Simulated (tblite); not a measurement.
C5H9NOSi.
Numbering: `[CH3:1][C:2](/[CH:3]=[N:4]\[SiH3:5])=[CH:6]/[CH:7]=[O:8]` (hydrogens: H9, H10, H11 on C1; H12 on C3; H13, H14, H15 on Si5; H16 on C6; H17 on C7)

Computed with GFN2-xTB (tblite), gas phase: L-BFGS steps from a force-field or distance-geometry start until the largest atomic force falls under 0.01 eV/Å.

Step 36: E = -652.0597 eV
```
atom  x, y, z in Å  |  force x, y, z in eV/Å
C1     -1.1492   -2.2170   -0.0004   -0.018  -0.056   0.037
C2     -0.6843   -0.7926    0.0604    0.078  -0.117   0.093
C3      0.4634   -0.5888    0.9665    0.003  -0.072  -0.064
N4      1.4559    0.1660    0.8803    0.008   0.086   0.080
Si5     2.2676    1.3896   -0.0059   -0.082  -0.092  -0.010
C6     -1.3282    0.1716   -0.6184    0.062  -0.028   0.013
C7     -1.0787    1.5964   -0.4815   -0.059   0.019  -0.031
O8     -1.5658    2.4344   -1.1990   -0.009   0.121  -0.030
H9     -0.3090   -2.9097    0.0271   -0.010   0.032  -0.110
H10    -1.7654   -2.4343    0.8748    0.014   0.061   0.013
H11    -1.7581   -2.3996   -0.8834    0.094   0.006   0.008
H12     0.4563   -1.2919    1.8121   -0.056   0.060  -0.003
H13     1.7606    1.7028   -1.3514    0.052   0.007   0.078
H14     2.1659    2.5449    0.8954    0.010  -0.107  -0.094
H15     3.6325    0.8576   -0.0640   -0.106   0.028  -0.032
H16    -2.1374   -0.0916   -1.2924    0.039   0.020   0.050
H17    -0.4330    1.8740    0.3696   -0.021   0.029   0.000
```

Step 37: E = -652.0636 eV
```
atom  x, y, z in Å  |  force x, y, z in eV/Å
C1     -1.1410   -2.2183   -0.0042    0.000  -0.033   0.038
C2     -0.6870   -0.7922    0.0610    0.045  -0.011   0.033
C3      0.4519   -0.5794    0.9746    0.078  -0.062  -0.037
N4      1.4483    0.1721    0.8912   -0.039   0.086   0.049
Si5     2.2620    1.3832   -0.0106   -0.046  -0.060  -0.002
C6     -1.3287    0.1712   -0.6230    0.062   0.021   0.034
C7     -1.0862    1.5974   -0.4724    0.000   0.078  -0.075
O8     -1.5540    2.4425   -1.1964    0.006   0.014   0.042
H9     -0.2959   -2.9023    0.0145    0.040  -0.013  -0.108
H10    -1.7462   -2.4428    0.8744   -0.029   0.042   0.060
H11    -1.7537   -2.4032   -0.8821    0.061   0.007  -0.037
H12     0.4429   -1.2736    1.8260   -0.085   0.028   0.015
H13     1.7511    1.6905   -1.3573    0.052   0.010   0.108
H14     2.1877    2.5446    0.8897   -0.007  -0.143  -0.131
H15     3.6231    0.8384   -0.0766   -0.127   0.031  -0.029
H16    -2.1284   -0.0867   -1.3108    0.053  -0.006   0.075
H17    -0.4529    1.8708    0.3922   -0.065   0.010  -0.033
```

Step 38: E = -652.0679 eV
```
atom  x, y, z in Å  |  force x, y, z in eV/Å
C1     -1.1342   -2.2185   -0.0062    0.028   0.005   0.020
C2     -0.6871   -0.7919    0.0636   -0.004   0.123  -0.070
C3      0.4458   -0.5752    0.9802    0.132  -0.014   0.000
N4      1.4441    0.1756    0.9038   -0.093   0.048   0.031
Si5     2.2560    1.3747   -0.0124   -0.009  -0.002  -0.016
C6     -1.3267    0.1723   -0.6245    0.067   0.039   0.059
C7     -1.0945    1.6011   -0.4679    0.093   0.020  -0.052
O8     -1.5484    2.4480   -1.1972   -0.042   0.010   0.011
H9     -0.2850   -2.8944    0.0020    0.088  -0.066  -0.085
H10    -1.7312   -2.4468    0.8746   -0.063   0.008   0.097
H11    -1.7468   -2.4037   -0.8818    0.006   0.006  -0.077
H12     0.4335   -1.2624    1.8339   -0.100  -0.035   0.071
H13     1.7404    1.6751   -1.3577    0.039   0.021   0.098
H14     2.2053    2.5400    0.8843   -0.027  -0.139  -0.136
H15     3.6134    0.8255   -0.0875   -0.102   0.010  -0.028
H16    -2.1192   -0.0823   -1.3216    0.047  -0.037   0.083
H17    -0.4722    1.8749    0.4045   -0.060   0.003  -0.006
```

Question: Estimate the geometry and energy of step 39. (The exact step hangs on the optimiser's Hessian estimate; all steps are aligned on step 38, rigid shifts and turns removed.)

Answer: E = -652.0729 eV, largest force 0.226 eV/Å
```
atom  x, y, z in Å  |  force x, y, z in eV/Å
C1     -1.1240   -2.2215   -0.0095    0.053   0.042   0.004
C2     -0.6889   -0.7912    0.0640   -0.025   0.186  -0.126
C3      0.4344   -0.5652    0.9888    0.130   0.006   0.057
N4      1.4312    0.1883    0.9177   -0.112   0.002   0.018
Si5     2.2488    1.3655   -0.0189    0.024   0.022  -0.005
C6     -1.3246    0.1733   -0.6290    0.054   0.075   0.050
C7     -1.1012    1.6040   -0.4586    0.138   0.055  -0.057
O8     -1.5342    2.4594   -1.1925   -0.022  -0.104   0.075
H9     -0.2662   -2.8864   -0.0181    0.081  -0.077  -0.051
H10    -1.7094   -2.4569    0.8773   -0.050  -0.016   0.076
H11    -1.7397   -2.4082   -0.8819   -0.028   0.011  -0.080
H12     0.4125   -1.2382    1.8528   -0.103  -0.059   0.074
H13     1.7306    1.6611   -1.3607    0.009   0.035   0.052
H14     2.2308    2.5338    0.8716   -0.046  -0.105  -0.121
H15     3.5976    0.8014   -0.1044   -0.068  -0.017  -0.025
H16    -2.1057   -0.0773   -1.3412    0.055  -0.056   0.108
H17    -0.4989    1.8702    0.4328   -0.093   0.000  -0.049
```

The energy changes by -0.0050 eV. The first-order estimate −F·Δx gives -0.0068 eV and the mean of the old and new forces, exact on a quadratic surface, -0.0050 eV. The step makes an angle of 81° with the force vector and moves no atom by more than 0.039 Å.

What follows is the cost of the whole relaxation. Hardware: one thread of an AMD EPYC, no GPU, shared host with 64 logical CPUs at a one-minute load of 53. Cost: 2.4 s of wall time.
